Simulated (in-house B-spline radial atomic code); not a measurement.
RPA and G0W0 for Sb4+, [Kr] 4d10 5s1, highest spin, as one setting changes: the share of exact exchange in the PBE hybrid start. A dash marks a level of low quasi-particle weight. Computed with a B-spline radial code for spherical atoms: all electrons, scalar-relativistic (spin-free one-electron X2C), finite nucleus, each spin shell either full or empty, empty states to l = 9 with an (l + 1/2)⁻⁴ tail; G0W0 by contour deformation at full frequency.

RPA overbinds a lone outer s electron by self-correlation, and G0W0 tends to as well.

| share of exact exchange in the PBE hybrid start | mean-field level (eV) | G0W0 level (eV) | RPA correlation (Eh) |
| --- | --- | --- | --- |
| 0 | -50.33 | 5s up -55.82 | -3.7517 |
| 0.1 | -50.73 | 5s up -55.77 | -3.7198 |
| 0.2 | -51.14 | 5s up -55.72 | -3.6888 |
| 0.3 | ? | ? | ? |
| 0.4 | -51.94 | 5s up -55.61 | -3.6296 |
| 0.5 | -52.33 | 5s up -55.56 | -3.6012 |
| 0.6 | -52.73 | 5s up -55.51 | -3.5735 |
| 0.7 | ? | ? | ? |
| 0.8 | -53.52 | 5s up -55.42 | -3.5203 |
| 0.9 | -53.91 | 5s up -55.37 | -3.4947 |
| 1 | -54.30 | 5s up -55.33 | -3.4696 |

Problem. What belongs in the row for 0.7?

Solution. mean-field level (eV): -53.12; G0W0 level (eV): 5s up -55.47; RPA correlation (Eh): -3.5466.

Problem. What belongs in the row for 0.3?

Solution. mean-field level (eV): -51.54; G0W0 level (eV): 5s up -55.66; RPA correlation (Eh): -3.6588.
